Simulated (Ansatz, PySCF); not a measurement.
AlAs2FH4, SMILES [AsH2][Al]([F])[AsH2].

Coordinates come from a ωB97X-D3(BJ)/def2-SVP optimisation. The structure was generated by enumeration; whether it is a known compound was not checked.

Vertical ionisation energy (IE) and electron affinity (EA) in eV. Rows of orbital energies are one-electron estimates. Where ΔSCF, EOM or ADC give a negative EA the extra electron is unbound and the value depends on the basis.

```csv
level,IE,EA
"−ε(HOMO), −ε(LUMO), PBE0/def2-TZVP (PySCF)",7.07,1.24
"−ε(HOMO), −ε(LUMO), PBE/def2-TZVP (PySCF)",[?],[?]
"ΔSCF, PBE/def2-SVPD (Ansatz), final states of multiplicity 2 and 2",8.70,-0.17
```

Question: Fill in the missing entries. (Estimate from the structure and the level; the computed values follow.)

Answer: 
- −ε(HOMO), −ε(LUMO), PBE/def2-TZVP (PySCF), IE: 6.06
- −ε(HOMO), −ε(LUMO), PBE/def2-TZVP (PySCF), EA: 1.96

Question: What vertical singlet–triplet gap does ΔSCF give with PBE/def2-SVPD (Ansatz, an electronic-structure program)? (An estimate is asked for; the answer gives what the named calculation found.)

Answer: 3.89 eV (triplet above singlet where positive).
